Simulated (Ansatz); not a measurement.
Mulliken charges of C₂H₄BBr (`BrB1CC1`) from r2SCAN/def2-TZVPP in Ansatz (PBE0-D4/def2-TZVP geometry).

| atom | x (Å) | y (Å) | z (Å) | charge (e) |
| --- | --- | --- | --- | --- |
| Br1 | -2.587 | 0.831 | -0.544 | -0.015 |
| B2 | -0.838 | 0.267 | -0.182 | 0.078 |
| C3 | 0.591 | 0.617 | 0.171 | -0.182 |
| C4 | 0.155 | -0.865 | -0.035 | -0.182 |
| H5 | 1.251 | 1.048 | -0.577 | 0.075 |
| H6 | 0.847 | 0.922 | 1.182 | 0.075 |
| H7 | 0.538 | -1.376 | -0.914 | 0.075 |
| H8 | 0.134 | -1.502 | 0.845 | 0.075 |

Q: By hand: the dipole of these point charges (1 e Å = 4.8032 D).

A: Σ q r = (0.045, -0.015, 0.009) e Å, of length 0.048 e Å = 0.23 D.

Q: How does the dipole of the full density compare? (An estimate is asked.)

A: The calculation gave: (0.183, -0.059, 0.038) e Å, 0.94 D; the point charges give 0.24 times that, at 1° from its direction.

Point charges leave out the atoms' own dipoles, such as those of lone pairs, and Mulliken's split depends on the basis, so the two needn't agree.
